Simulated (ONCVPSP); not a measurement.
**What one change does to a pseudopotential (Ir, ONCV)**

- Element: iridium
- Generator: ONCVPSP 4.0.1
- Type: optimised norm-conserving Vanderbilt (ONCV)
- Functional: PBEsol
- Relativity: fully relativistic
- Frozen core: [Kr] 4d10 4f14
- Valence charge: 17
- Reference configuration: 5s2 5p6 5d7 6s1.5 (charge +0.5)
- Partial waves: 5s+6s: rc 1.70 bohr, ncon 4, nbas 8, qcut 6.3 1/bohr, 2 projectors; 5p: rc 1.25 bohr, ncon 3, nbas 8, qcut 7.4 1/bohr, 1 projector; 5d: rc 2.50 bohr, ncon 3, nbas 8, qcut 6.5 1/bohr, 2 projectors, debl 2.8 Ha
- Local potential: polynomial inside 0.95 bohr (lpopt 3, dvloc0 0 Ha)
- Core correction: Teter function, fcfact 4, rcfact 1.8

Open shells are filled in proportion to 2j + 1.

Change: functional PBE.

Cutoffs: the cutoffs (Ha) at which the residual kinetic energy of the hardest occupied pseudo-wave falls to 1 and 0.1 mHa per electron; they do not see the model core or the augmentation charge, which bear on the density cutoff. Errors are all-electron minus pseudo energies relative to the spin-unpolarised reference configuration.

**Question.** How do hardness, ghosts and transferability respond?

**Answer.** The potential gets neither clearly harder nor softer (27 Ha and 138 Ha → 27 Ha and 138 Ha); of the 4 tests that both files solve, the error grows in 3 and shrinks in 0 by more than 15 % and 0.3 meV (median size 7.3 → 17.1 meV); neither file shows a bound ghost.

| quantity | base | changed |
| --- | --- | --- |
| cutoff, loose | 27 Ha | 27 Ha |
| cutoff, tight | 138 Ha | 138 Ha |
| loose cutoff by channel | s 16 Ha, p 27 Ha, d 14 Ha | s 16 Ha, p 27 Ha, d 14 Ha |
| bound ghosts | none | none |
| GHOST(+) flags under 300 eV | s at 76.6 eV | s at 77.7 eV |
| error for 5s2 5p6 5d7 6s2, meV [ΔE -4.06 → -4.04 eV] | -0.5 | -1.4 |
| error for 5s2 5p6 5d7 6s1, meV [ΔE 5.87 → 5.85 eV] | -0.8 | -2.2 |
| error for 5s2 5p6 5d7 6s0, meV [ΔE 23.38 → 23.32 eV] | -14 | -32 |
| error for 5s2 5p6 5d6 6s2 6p1, meV [ΔE 3.08 → 3.06 eV] | +147 | +140 |
| s: phases at 1.73 bohr within 0.05 rad from the reference energy up to (Ha; the scan ends near 5) | 2.4 | 2.5 |
| p3/2: phases at 1.27 bohr within 0.05 rad from the reference energy up to (Ha; the scan ends near 5) | 1.2 | 1.2 |
| p1/2: phases at 1.27 bohr within 0.05 rad from the reference energy up to (Ha; the scan ends near 5) | 1.0 | 1.0 |
| d5/2: phases at 2.53 bohr within 0.05 rad from the reference energy up to (Ha; the scan ends near 5) | to the end of the scan | to the end of the scan |
| d3/2: phases at 2.53 bohr within 0.05 rad from the reference energy up to (Ha; the scan ends near 5) | 4.9 | 4.9 |
| rms error of d²Exc/dni dnj with the model core, mHa | 1.88 | 1.81 |
